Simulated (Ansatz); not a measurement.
Isolated molecules relaxed with PBE0-D4/def2-TZVP in Ansatz; ΔE leaves out vibrations. CCSD(T)/CBS is the MP2 limit (def2-TZVPP, def2-QZVPP) plus CCSD(T) − MP2 in def2-TZVPP, frozen cores. Elements past krypton have def2 core potentials. For Ge, Te outer-core shells are correlated without core-valence functions, which leaves a few kJ/mol of doubt a bond. Scalar relativity is left out up to krypton. One conformer a species, not always the lowest.

`[SiH3][SiH2]C[TeH]` + `[OH][GeH3]` → `[GeH3][O]C[TeH]` + `[SiH3][SiH3]`  (substitution at a C–Si bond)

| species | CCSD(T)/CBS(def2) energy (Eh) |
| --- | --- |
| `[SiH3][SiH2]C[TeH]` | -888.73698 |
| `[OH][GeH3]` | -2153.69723 |
| `[GeH3][O]C[TeH]` | -2460.65269 |
| `[SiH3][SiH3]` | -581.74359 |

(1) Work out ΔE.

Largest T1 diagnostic among the species: 0.013.

Results:

(1) ΔE = (-2460.65269) + (-581.74359) − (-888.73698) − (-2153.69723) = 0.03793 Eh = +23.8 kcal/mol.

In def2-TZVPP, CCSD(T) changes the Hartree–Fock value by +3.7 kcal/mol (the triples alone add +0.3 kcal/mol) and MP2 by +6.1 kcal/mol. From PBE to PBE0 (25 % exact exchange), in def2-TZVPP and without D4, ΔE moves by +1.4 kcal/mol.
